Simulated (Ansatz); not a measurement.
Input for Ansatz (a first-principles code): R-r2SCAN/def2-TZVPPD on H2Se (SMILES [SeH2]) with ghost functions, monomers drawn apart or pushed together. Files ending in .json are basis or fitting sets from the Basis Set Exchange.

Ansatz 0.2 input:
```yaml
crystal:
  periodic: [false, false, false]
  atoms:
    - {symbol: Se, position_ang: [-0.15121939, 0.03571419, 4.49448068]}
    - {symbol: H, position_ang: [0.26815486, 1.43769411, 4.35218339]}
    - {symbol: H, position_ang: [-1.54534902, 0.38757989, 4.18794203]}
basis:
  gaussian:
    orbitals: def2-TZVPPD.json
    ghost_atoms:
      - {symbol: Si, position_ang: [0.19509267, -0.00970973, 0.03556828]}
      - {symbol: H, position_ang: [-0.61411930, -1.17604210, 0.45011041]}
      - {symbol: H, position_ang: [-0.44401611, 1.23783362, 0.51022605]}
      - {symbol: H, position_ang: [0.27286745, 0.02523825, -1.44509722]}
      - {symbol: H, position_ang: [1.56163333, -0.11595340, 0.59032957]}
hamiltonian:
  xc: {name: r2SCAN}
scf: {lower_state_search: off}
```

It printed:

```
Functional definition: r2SCAN
[...]
these checks for a lower state are left out or cut short: stability, starts, cluster_reference, orbital_swaps, neighbouring_geometries, increment
integrals: 0.12 GiB planned
1051 factors; their error is unknown
mean field: 0.78 GiB planned
mean field evaluation 1: about -65381.5066 eV, gradient 1.1e1 eV
mean field evaluation 2: about -65381.6848 eV, gradient 6.6e0 eV
mean field evaluation 4: about -65381.8086 eV, gradient 2.0e-1 eV
mean field evaluation 8: about -65381.7958 eV, gradient 1.4e-1 eV
mean field evaluation 16: about -65381.7958 eV, gradient 4.9e-6 eV
mean field -65381.79580481 eV, -2402.7366784540 hartree, gradient 4.9e-6 eV, S^2 0.000000; 0 other end points of the search recorded, 0 dependent functions left out
reference -65381.79582320 eV, -2402.7366791297 hartree; 18, 18 occupied and 189, 189 virtual orbitals, 1051 factors
Total energy: -65381.79582320 eV, -2402.7366791297 hartree
Checks for a lower state left out: stability, starts, cluster_reference, orbital_swaps, neighbouring_geometries, increment
```

The run converged.

Cost: very roughly 2.9 core-seconds.
